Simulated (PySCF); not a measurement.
## C₆ coefficients of unlike pairs at PBE

Calculated with PySCF 2.14 from the dipole response of each species, C₆(A,B) = (3/π) ∫ α_A(iu) α_B(iu) du, in atomic units, from isotropic polarisabilities. For ions this is the dispersion term alone; charge-induced terms of lower order in 1/R come first.

```csv
species,configuration,basis,relativity,α (bohr³),C₆ (like pair)
Sc³⁺,[Ar] (1S),def2-QZVPPD (11s6p5d3f2g),none,2.137,5.556
Kr³⁺,[Ar] 3d10 4s2 4p3 (4S),"aug-cc-pVTZ-PP with one added diffuse shell each of s, d, f type with ECP10MDF (7s5p5d3f)",core potential,5.475,21.12
Ni³⁺,[Ar] 3d7 (4F),aug-cc-pVDZ (7s6p4d2f),none,1.733,4.053
```

(1) Estimate C₆ for Kr³⁺ with Sc³⁺.

No spin-orbit coupling is included.

The other pairs:

```tsv
pair	C₆
Ni³⁺, Kr³⁺	8.670
Ni³⁺, Sc³⁺	4.700
```

## Answers

(1) The integral gives 10.48. The combination rule 2 C_A C_B / (C_A α_B/α_A + C_B α_A/α_B) gives 10.44 and the geometric mean 10.83.
